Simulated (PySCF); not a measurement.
## How the method moves the HOMO and LUMO of isopropyl acetate

Species: isopropyl acetate, C5H10O2.
Geometry (PBE0-D3(BJ)/def2-SVP, Å), atoms numbered from 1 in this order:
```
atom  x, y, z in Å
C1     2.5988   -0.0057    0.0088
C2     1.2072    0.0051    0.5725
O3     0.9295   -0.0876    1.7399
O4     0.2974    0.1338   -0.4018
C5    -1.0875    0.1600   -0.0166
C6    -1.8142    0.9353   -1.0927
C7    -1.5944   -1.2580    0.1591
H8     2.7085   -0.8436   -0.6949
H9     3.3255   -0.0997    0.8231
H10    2.7801    0.9189   -0.5581
H11   -1.1508    0.6867    0.9491
H12   -2.8821    1.0222   -0.8449
H13   -1.7240    0.4282   -2.0655
H14   -1.3971    1.9478   -1.1917
H15   -2.6603   -1.2514    0.4316
H16   -1.0408   -1.7675    0.9600
H17   -1.4790   -1.8274   -0.7761
```

Basis pcSseg-1 throughout (PySCF), one geometry. The structure is a single PBE0-D3(BJ)/def2-SVP conformer in the gas phase; no vibrational or solvent corrections.

**Question.** How do the orbital energies, the gap and the dipole change with the method?

**Answer.** 
| method | kind | HOMO (eV) | LUMO (eV) | gap (eV) | μ (D) | SCF cycles |
| --- | --- | --- | --- | --- | --- | --- |
| PBE | GGA | -6.15 | -0.67 | 5.48 | 1.89 | 16 |
| KT3 | GGA | -6.30 | -0.61 | 5.69 | 1.85 | 15 |
| B3LYP | global hybrid | -7.58 | 0.18 | 7.75 | 1.93 | 14 |
| PBE0 | global hybrid | -7.86 | 0.46 | 8.32 | 1.95 | 14 |
| BHandHLYP | global hybrid | -9.49 | 1.68 | 11.17 | 1.99 | 13 |
| wB97X-D | range-separated hybrid | -9.81 | 2.33 | 12.13 | 1.98 | 14 |
| HF | Hartree–Fock | -12.06 | 4.23 | 16.29 | 2.09 | 11 |

The HOMO spans 5.91 eV, from PBE down to HF, and the gap runs from 5.48 eV (PBE) to 16.29 eV (HF). Over the methods PBE (0 %), KT3 (0 %), B3LYP (20 %), PBE0 (25 %), BHandHLYP (50 %), HF (100 %), a straight line through the gap against the share of exact exchange rises by 1.07 eV for each 10 % (correlation coefficient 1.000). The dipole ranges from 1.85 D (KT3) to 2.09 D (HF). This basis has no diffuse functions.

The vertical ΔSCF ionisation energy at wB97X-D/def2-SVPD is 10.26 eV; −ε(HOMO) comes closest to it with wB97X-D (9.81 eV).
